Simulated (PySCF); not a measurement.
A structure optimised at ωB97X-D3(BJ)/def2-SVP, used in a PySCF frequency run:

```
C
H 1 1.0962
C 1 1.5073 2 115.44
H 3 1.0937 1 118.41 2 2.92
H 3 1.0944 4 114.69 1 -147.15
C 3 1.5064 4 117.24 5 -143.22
H 6 1.0951 3 116.52 4 -2.75
C 6 1.4518 7 114.12 3 -147.15
C 8 1.2098 7 152.92 6 177.96
H 9 1.0758 7 162.57 6 178.94
Si 1 1.8758 2 115.04 6 -145.48
H 11 1.4900 1 110.05 2 -164.65
H 11 1.4917 12 109.66 1 122.52
H 11 1.4941 12 108.75 13 118.40
```

### Question
Write its SMILES and formula.

### Answer
C#C[C@@H]1C[C@@H]1[SiH3], C₅H₈Si

### Question
What are its rotational constants (standard atomic weights)?

### Answer
3.9346, 2.3391, 1.6458 GHz
